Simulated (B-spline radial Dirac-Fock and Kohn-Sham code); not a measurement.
Core-level shifts of arsenic with charge state

Model: ΔSCF Dirac-Fock with Breit, self-energy and vacuum polarisation, finite nucleus, configuration average. Program: an atomic code on a B-spline grid. Each ion is free and in its tabulated ground configuration. Electron correlation is not included.

Reference: As¹⁶⁺, [Ne] 3s2 3p5, with K 12475.5 eV, L1 2138.2 eV. Shifts from it, in eV (a dash: the subshell is empty, belongs to an open shell averaged over j, or its hole state is left out as unreliable):

```tsv
ion	configuration	K	L1
As¹⁷⁺	[Ne] 3s2 3p4	+64.3	+56.7
As¹⁸⁺	[Ne] 3s2 3p3	+130.4	+114.7
As¹⁹⁺	[Ne] 3s2 3p2	+198.5	+174.1
As²⁰⁺	[Ne] 3s2 3p1	+268.3	+234.8
As²¹⁺	[Ne] 3s2	+340.0	+296.8
As²²⁺	[Ne] 3s1	–	–
As²³⁺	[He] 2s2 2p6	+480.0	+416.7
As²⁴⁺	[He] 2s2 2p5	+658.6	+531.9
As²⁵⁺	[He] 2s2 2p4	+841.5	+649.3
As²⁶⁺	[He] 2s2 2p3	+1028.8	+769.0
```

Values without a named source are computed, but for edge energies of neutral atoms, which are taken from tables.
